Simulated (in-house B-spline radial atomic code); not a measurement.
# Ionising Mo IX (Mo8+) with different functionals

Computed with an all-electron radial atomic-structure program (B-spline basis): four-component Dirac-Coulomb Hamiltonian, Fermi nucleus of rms radius 4.4091 fm, spin-restricted, spherical fractional occupations for the functionals. The ionisation energy is the difference of two self-consistent energies, [Ar] 3d10 4s2 4p4 → [Ar] 3d10 4s2 4p3, without Breit or QED terms; ε is the level of the shell that loses the electron (mean over j). The electron is taken from both j subshells in proportion to 2j + 1, so the result is a j average, not the step between ground levels.

Hybrids are left out here: with spherical fractional occupations of an open shell their exact exchange keeps a self-interaction that integer-occupation calculations don't have.

```
           method  rung  ΔSCF (eV)  -ε(4p) (eV)
         LDA VWN5   LDA     166.09       156.03
 relativistic LDA   LDA          ?            ?
         LDA PW92   LDA     166.08       156.02
LDA exchange-only   LDA     164.20       154.14
              PBE   GGA     165.81       155.79
           PBEsol   GGA          ?            ?
             BLYP   GGA     165.68       155.64
             RPBE   GGA     165.75       155.75
             PW91   GGA     165.95       155.92
             BP86   GGA     165.98       155.94
             AM05   GGA     165.85       155.82
             OLYP   GGA     166.15       156.16
```

(1) What does PBEsol give?

(2) What does relativistic LDA give?

(3) How do they compare with the NIST value?

## Answers

(1) ΔSCF 165.83 eV, and -ε(4p) = 155.80 eV.

(2) ΔSCF 166.01 eV, and -ε(4p) = 155.95 eV.

(3) NIST lists 164.12 eV ± 0.09 (measured, ground level to ground level). Errors run from +0.08 to +2.03 eV. The correlated functionals all miss on the same side by more than they spread, so the cause is common to them (Breit-QED terms, spin polarisation, the choice among j levels, multiplet and fine-structure energies, or a listed next ion that isn't the cheapest removal here) and closeness doesn't rank the functionals.
